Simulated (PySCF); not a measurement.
Cost of one run: geometry optimisation, `C[SiH2][TeH]`.

Method: PBE0-D3(BJ)/def2-SVP geometry optimisation, gas phase, def2 core potentials past Kr (PySCF 2.14.0). Work: geometry optimisation from a GFN2-xTB start shaken at random, density fitting. A driver script takes a list of jobs; this job's settings line and coordinates (Å) are shown.

Input:
```
{"job": {"xc": "PBE0", "basis": "def2-SVP", "d3": "d3bj", "grid": 1, "maxiter": 30, "shake": 0.01, "kind": "geom"}, "charge": 0, "multiplicity": 1}
C     -1.075290    -0.430660    -0.092410
Si     0.325950     0.833690    -0.128710
Te     2.333200    -0.104040     0.968400
H     -0.803940    -1.304250    -0.648340
H     -1.348420    -0.702510     0.909180
H     -1.990840     0.018490    -0.555550
H      0.591430     1.227940    -1.515820
H     -0.004460     2.044870     0.620770
H      2.030190    -1.600680     0.408760
```

Hardware: one thread, Arm Neoverse V2 (aarch64), no GPU, shared host. PySCF's memory limit was set to 2320 MB.

The basis has 88 functions.

Estimate the wall time.

About 20 s. The run took 8 energy-and-gradient evaluations and 55 SCF cycles, 2.5 s an evaluation on average.

How much memory does it need at the peak?

About 0.37 GiB. Peak memory is the resident size of the whole Python process, interpreter and libraries included.

At this speed, how long would 500 such jobs take on 16 cores, one job a core?

500/16 gives 32 rounds of 20 s, about 11 min of wall time and 2.8 core-hours, if the jobs don't slow each other.

The output:
```
step   0  E = -598.96152418  max force = 0.031193
step   1  E = -598.96456831  max force = 0.004905
step   2  E = -598.96476085  max force = 0.001308
step   3  E = -598.96486938  max force = 0.001146
step   4  E = -598.96506610  max force = 0.003655
step   5  E = -598.96515045  max force = 0.002567
step   6  E = -598.96524123  max force = 0.000505
step   7  E = -598.96525251  max force = 0.000384
optimisation converged
```

Energies in Eh; «max force» is the largest Cartesian gradient component in Eh/bohr.

Times come from a shared host and carry two figures at best.

The run converged: final energy -598.96525 Eh after 7 steps; dipole 1.47 D.
